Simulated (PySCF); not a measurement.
OZr, SMILES [O]=[Zr], multiplicity 1.

Geometry optimised at B3LYP-D3(BJ)/def2-TZVPD. The spin state was assumed, not searched. The def2 effective core potentials stand for the cores of Zr; spin–orbit coupling is left out.

Level of theory: PySCF with B3LYP-D3(BJ)/def2-TZVPD.

Frequencies are harmonic and unscaled.

```json
[
 {"mode": "1", "ν (cm⁻¹)": "1007", "IR (km/mol)": "171.0", "Raman (Å⁴/amu)": "53.3", "depolarisation": "0.42", "moving atoms (share of kinetic energy)": "O 85 %, Zr 15 %"}
]
```
